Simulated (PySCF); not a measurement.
C2H6Zn, SMILES [CH3][Zn][CH3].

Geometry optimised at B3LYP-D3(BJ)/def2-SVP. The isomer is the one that the SMILES or the coordinates give; other isomers of the formula were not compared.

Two levels are set side by side: TDDFT-PBE/def2-SVPD (PySCF) and TDDFT-B3LYP/def2-SVPD (PySCF). Vertical, same geometry. The lowest singlet is HOMO→LUMO+1 100 % with PBE and HOMO→LUMO+1 100 % with the other functional; states are paired by order. Differences are taken from unrounded values.

| quantity | TDDFT-B3LYP | TDDFT-PBE | TDDFT-PBE minus TDDFT-B3LYP |
|---|---|---|---|
| lowest singlet excitation (eV) | 5.71 | 5.52 | -0.18 |
| lowest triplet excitation (TDA) (eV) | 5.39 | 5.27 | -0.12 |
| first bright state (f over 0.05) (eV) | 6.24 | 6.04 | -0.20 |
| its oscillator strength | 0.34 | 0.30 | -0.04 |

A lower first singlet is the usual sign of a functional without exact exchange. Differences between two approximate levels are no errors against the true value.

Rough cost on one machine, each run with all the roots and properties that it gave: TDDFT-B3LYP against TDDFT-PBE about 3 times.
